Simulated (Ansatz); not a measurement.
Stretching the Pb1–I3 bond in FIPb (SMILES [F][Pb][I]) (multiplicity 1 held, fragments rigid). Energies count from the point at 2.834 Å.
Geometry at that point (charge 0, multiplicity 1):
```xyz
3

Pb     0.546    -0.465     0.740
F      1.677    -1.491    -0.645
I     -1.130     0.972    -1.036
```

Signs of static correlation in def2-SVP, from Ansatz (a first-principles code) runs.

```csv
R (Å),T1 of restricted CCSD,⟨S²⟩ of UHF,largest double amplitude of restricted CCSD
2.267,0.017,0.000,0.054
2.550,0.018,0.000,0.040
2.834,0.020,0.000,0.051
3.117,0.021,0.000,0.084
3.400,0.023,0.000,0.102
3.825,0.028,0.206,0.131
4.250,0.038,0.765,[?]
4.959,0.076,0.976,0.357
5.667,[?],1.014,0.732
6.517,0.184,1.014,1.166
7.651,0.196,1.014,1.352
9.068,0.186,1.014,1.332
```

**Question.** Fill in the missing entries.

**Answer.** 
- 4.250, largest double amplitude of restricted CCSD: 0.175
- 5.667, T1 of restricted CCSD: 0.136

Doubts at one or more of the structures used: a restricted determinant that unrestricted orbitals would lower (R-CCSD(T)/def2-SVP); T1 above 0.05 (R-CCSD(T)/def2-SVP, U-CCSD(T)/def2-SVP); other coupled-cluster roots lie near (R-CCSD(T)/def2-SVP); a spin-contaminated determinant (U-CCSD(T)/def2-SVP); the program's own flag: other amplitudes (U-CCSD(T)/def2-SVP).
